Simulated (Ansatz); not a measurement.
Species: ZnH$_{2}$, net charge 0, triplet state. The spin state was set by rule; other spins were not relaxed. 
Structure (B3LYP-D3(BJ)/def2-TZVP (Ansatz, a quantum-chemistry and plane-wave program) minimum search):
```xyz
3

Zn     0.0806     0.0154     0.0405
H     -1.0527    -1.1408    -0.5737
H     -1.3662     0.6779    -0.6424
```
Charge 0, spin multiplicity 3.

Basis-set convergence of Hartree-Fock and CCSD correlation energies (hartree) with Ansatz. Cores are frozen in the correlated levels unless marked. Open shells are spin-unrestricted. No spin-orbit coupling. Frozen are the shells of the preceding noble gas and the d and f shells that filled before the atom's block. No relativistic terms.

```json
[
 {"basis": "def2-SVP", "functions": "41", "E(HF)": "-1778.58075", "E(corr, CCSD)": "-0.29185"},
 {"basis": "def2-TZVPP", "functions": "92", "E(HF)": "-1778.83271", "E(corr, CCSD)": "-0.47058"},
 {"basis": "def2-QZVPP", "functions": "160", "E(HF)": "-1778.87438", "E(corr, CCSD)": "-0.50246"}
]
```

Extrapolating the two largest sets (X = 3 and 4) as X^-3: E(corr) = (64·(-0.50246) - 27·(-0.47058))/37 = -0.5257 Eh, an estimate of the basis-set limit. The largest set recovers 95.6 % of it, the smallest 55.5 %.
